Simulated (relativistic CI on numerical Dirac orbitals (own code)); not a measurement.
**Ligand-field terms of d3**

Computed with a parametric ligand-field model of a d^n configuration (Racah B and C, spin-orbit zeta, crystal field), exact diagonalisation.

Field parameters in Wybourne normalisation: Oh B⁴₀ = 21Dq, B⁴₄ = √(5/14) B⁴₀. The field is a parameter set, without covalency.

B = 880 cm⁻¹, C = 3160 cm⁻¹ (C/B = 3.59), Oh, no spin-orbit coupling. Tanabe-Sugano data, E/B above the lowest term (Δ = |10Dq|; b, c mark the second and third term of a kind):

| Δ/B | 4A2 | 4T2 | 4T1 | 2E | 2T1 | 2T2 |
| --- | --- | --- | --- | --- | --- | --- |
| 1.0 | 0.00 | 1.00 | 1.79 | 15.66 | 15.74 | 16.12 |
| 3.0 | 0.00 | 3.00 | 5.29 | 16.49 | 16.97 | 18.56 |
| 5.0 | 0.00 | 5.00 | 8.68 | 16.89 | 17.63 | 20.66 |
| 7.0 | 0.00 | 7.00 | 11.92 | 17.14 | 18.01 | 22.31 |
| 9.0 | 0.00 | 9.00 | 15.00 | 17.32 | 18.27 | 23.48 |
| 11.0 | 0.00 | 11.00 | 17.92 | 17.47 | 18.45 | 24.34 |
| 13.0 | 0.00 | 13.00 | 20.68 | 17.60 | 18.59 | 25.03 |
| 15.0 | 0.00 | 15.00 | 23.29 | 17.71 | 18.70 | 25.62 |
| 17.0 | 0.00 | 17.00 | 25.79 | 17.80 | 18.79 | 26.13 |
| 19.0 | 0.00 | 19.00 | 28.19 | 17.89 | 18.87 | 26.58 |
| 21.0 | 0.00 | 21.00 | 30.51 | 17.97 | 18.93 | 26.97 |
| 23.0 | 0.00 | 23.00 | 32.78 | 18.04 | 18.99 | 27.33 |
| 25.0 | 0.00 | 25.00 | 35.00 | 18.11 | 19.04 | 27.65 |
| 27.0 | 0.00 | 27.00 | 37.18 | 18.17 | 19.08 | 27.94 |
| 29.0 | 0.00 | 29.00 | 39.34 | 18.22 | 19.12 | 28.20 |
| 31.0 | 0.00 | 31.00 | 41.47 | 18.28 | 19.15 | 28.44 |
| 33.0 | 0.00 | 33.00 | 43.58 | 18.32 | 19.18 | 28.65 |
| 35.0 | 0.00 | 35.00 | 45.68 | 18.37 | 19.21 | 28.85 |
| 37.0 | 0.00 | 37.00 | 47.77 | 18.41 | 19.24 | 29.03 |
| 39.0 | 0.00 | 39.00 | 49.84 | 18.45 | 19.26 | 29.20 |
| 41.0 | 0.00 | 41.00 | 51.91 | 18.49 | 19.28 | 29.35 |
| 43.0 | 0.00 | 43.00 | 53.97 | 18.53 | 19.30 | 29.49 |
| 45.0 | 0.00 | 45.00 | 56.03 | 18.56 | 19.32 | 29.63 |
| 47.0 | 0.00 | 47.00 | 58.08 | 18.59 | 19.34 | 29.75 |

The ground term stays 4A2.
